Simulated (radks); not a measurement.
Problem. Calculated with a radial shooting solver on a logarithmic mesh with Libxc functionals: scalar-relativistic Kohn-Sham, PBE, spin-polarised, spherical densities, finite nucleus; Fermi nuclear charge, rms radius of each element as measured or else 0.836 A^(1/3) + 0.57 fm. Response by self-consistent Sternheimer equations with the Hartree and adiabatic LDA kernel, the relativistic mass of each level held fixed and spin-orbit coupling left out. Rank Ti4+, Ca2+, Mn7+, Sc3+, V5+, Fe8+, K+, Ar, Cr6+ (NIST ground configurations) by static dipole polarisability, largest first.

Solution. Ar 12.01, K+ 5.721, Ca2+ 3.331, Sc3+ 2.154, Ti4+ 1.489, V5+ 1.079, Cr6+ 0.8094, Mn7+ 0.6242, Fe8+ 0.4921 bohr^3.
